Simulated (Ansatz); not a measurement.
`C[O][Zr]([OH])([F])[Se]C`, relaxed with RKS PBE0-D4/def2-TZVP in Ansatz 0.2.0 from a GFN2-xTB geometry. The force threshold is 0.005 eV/Å; the program also tests the step.

The species carries charge 0 and has multiplicity 1. Zr takes the def2 core potential.

Start:

```xyz
14

C    -0.271    2.002   -0.118
O     0.395    1.073    0.700
Zr   -0.424   -0.583    0.987
O    -2.128   -0.341    1.689
F     0.779   -1.797    1.759
Se   -0.699   -1.309   -1.397
C     1.306   -1.450   -1.277
H     0.154    3.001    0.049
H    -0.141    1.738   -1.184
H    -1.354    2.031    0.120
H    -2.562    0.065    2.445
H     1.700   -1.563   -2.285
H     1.549   -2.331   -0.678
H     1.695   -0.536   -0.809
```

```csv
step,energy (eV),largest force (eV/Å),largest move (Å)
1,-75622.1061,1.859,0.000
2,-75622.4377,0.642,0.193
3,-75622.5077,0.407,0.129
4,-75622.5535,0.512,0.155
5,-75622.6008,0.580,0.196
6,-75622.6270,0.635,0.133
7,-75622.6526,0.409,0.089
8,-75622.6820,0.201,0.168
9,-75622.6924,0.199,0.098
10,-75622.6989,0.251,0.182
11,-75622.7035,0.116,0.064
13,-75622.7064,0.056,0.039
15,-75622.7078,0.039,0.047
17,-75622.7084,0.035,0.040
19,-75622.7088,0.045,0.017
21,-75622.7092,0.019,0.042
23,-75622.7094,0.011,0.030
25,-75622.7095,0.007,0.036
27,-75622.7096,0.023,0.007
29,-75622.7098,0.014,0.032
31,-75622.7099,0.020,0.029
33,-75622.7100,0.030,0.011
35,-75622.7101,0.009,0.020
37,-75622.7102,0.010,0.004
39,-75622.7102,0.017,0.035
41,-75622.7102,0.004,0.015
42,-75622.7103,0.003,0.015
```

End:

```xyz
14

C    -0.178    2.400   -0.236
O    -0.288    1.149    0.363
Zr   -0.569   -0.595    1.063
O    -2.265   -0.786    1.921
F     0.898   -0.984    2.237
Se   -0.499   -2.241   -0.924
C     1.354   -1.697   -1.328
H     0.797    2.843   -0.012
H    -0.282    2.311   -1.322
H    -0.959    3.072    0.134
H    -3.112   -0.631    2.329
H     1.348   -0.969   -2.136
H     1.893   -2.592   -1.633
H     1.862   -1.279   -0.457
```

Hardware: 2 threads of an AMD EPYC 7R13 on a shared host and a share of an NVIDIA H100 80 GB. Wall time 88 s, peak host memory 0.98 GiB.
